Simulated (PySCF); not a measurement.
GeH₆Si, SMILES [SiH3][GeH3].

The structure is a stationary point at PBE0-D3(BJ)/def2-TZVP.

Level of theory: PBE0-D3(BJ)/def2-TZVP run with PySCF.

Frequencies are harmonic and unscaled.

Modes within 1.5 cm⁻¹ of each other (mostly degenerate sets) share a row, with their intensities summed.

```
mode   ν (cm⁻¹)  IR (km/mol)  Raman (Å⁴/amu)  depolarisation  moving atoms (share of kinetic energy)
-----  --------  -----------  --------------  --------------  --------------------------------------
1           118          0.0             0.0               –                                 H 100 %
2–4         358         34.6            18.2            0.18                 Si 63 %, Ge 29 %, H 8 %
5–6         594          0.0             6.1            0.75                          H 87 %, Si 9 %
7           783        360.8             2.1            0.35                                  H 96 %
8–9         884         49.9            47.5            0.75                                  H 99 %
10          886        100.6             1.6            0.31                                  H 92 %
11–12       940         91.8            24.1            0.75                                  H 97 %
13         2144         71.4           283.0            0.00                                 H 100 %
14–15      2152        195.5           272.9            0.75                                  H 98 %
16         2218         51.8           291.9            0.00                                  H 99 %
17–18      2231        192.3           179.7            0.75                                  H 96 %
```
